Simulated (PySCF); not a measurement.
Simulated absorption spectrum

Species: Ag(PF3)(OH) (singlet state).
Cartesian coordinates in Å at the PBE0-D3(BJ)/def2-SVP level; atoms count from 1:
```
atom  x, y, z in Å
Ag1   -0.118    0.083   -0.992
P2     0.001    0.087    1.262
F3    -0.477    1.372    2.039
F4     1.415   -0.107    1.931
F5    -0.803   -1.004    2.067
O6    -0.266    0.138   -2.949
H7     0.247   -0.568   -3.357
```

Theory: PySCF 2.14.0, density-fitted response routines, TDDFT CAM-B3LYP/def2-SVPD, vertical, gas phase, core orbitals frozen in the response, def2 core potentials past Kr. Spin–orbit coupling is left out.

Computed states:

```csv
state,E (eV),f
S1,4.64,0.0004
S2,4.90,0.034
S3,4.97,0.026
S4,5.10,0.058
S5,5.32,0.049
S6,6.06,0.086
S7,6.49,0.030
S8,6.63,0.119
S9,7.03,0.0008
S10,7.04,0.0008
```

Each state is given a Gaussian of 0.4 eV full width at half maximum, with ε(max) = 2.175×10⁸ f / Δν̃ (Δν̃ the width in cm⁻¹). The width is an assumption, not a result. The curve ends short of the highest state used, and states not computed would add to its high-energy end.

Task: Give the broadened spectrum and its maxima.

Result: 
(λ (nm), ε (L mol⁻¹ cm⁻¹)): (192.6, 6595), (194.7, 5042), (196.8, 4320), (198.9, 4487), (200.9, 5122), (203.0, 5739), (205.1, 5857), (207.2, 5324), (209.2, 4357), (211.3, 3166), (213.4, 2094), (215.5, 1327), (217.5, 938), (219.6, 878), (221.7, 1134), (223.8, 1654), (225.8, 2337), (227.9, 3179), (230.0, 4069), (232.1, 4936), (234.1, 5695), (236.2, 6393), (238.3, 6969), (240.4, 7406), (242.4, 7670), (244.5, 7761), (246.6, 7641), (248.6, 7324), (250.7, 6794), (252.8, 6097), (254.9, 5287), (256.9, 4469), (259.0, 3619), (261.1, 2830), (263.2, 2137), (265.2, 1585), (267.3, 1121), (269.4, 769), (271.5, 512), (273.5, 338), (275.6, 214), (277.7, 132), (279.8, 80), (281.8, 49), (283.9, 29), (286.0, 17), (288.1, 10), (290.1, 6), (292.2, 3), (294.3, 2), (296.4, 1), (298.4, 1), (300.5, 0), (302.6, 0), (304.7, 0), (306.7, 0)

Maxima: 244 nm (5.07 eV), ε about 7800, made up of S2 (17%), S3 (19%), S4 (50%) and S5 (14%); 204 nm (6.06 eV), ε about 5900, made up of S6 (98%) (ε in L mol⁻¹ cm⁻¹; maxima over ε = 5, shares over 10%). At its high-energy end, 6.44 eV, the curve is still rising (ε about 6700, from S7 and S8).

Task: What would ε be at 5.07 eV, the highest of these maxima, with half the width (0.2 eV)?

Result: About 9620 L mol⁻¹ cm⁻¹ against 7760, a factor of about 1.2; a lone state at its own centre would give exactly 2.

Task: On this curve, what absorbance would a 10⁻⁵ mol/L sample give at 280 nm over a 1 cm path?

Result: 280 nm is 4.428 eV, where ε is about 76 L mol⁻¹ cm⁻¹, so A = ε c l ≈ 0.00076 (Beer–Lambert, with the gas-phase spectrum and the assumed width).

Task: Coming from long wavelengths, where does ε first pass 100 L mol⁻¹ cm⁻¹?

Result: At about 279 nm (4.45 eV), 0.20 eV below S1.

The vertical ionisation energy (ΔSCF) is 9.43 eV, 2.39 eV above S10.
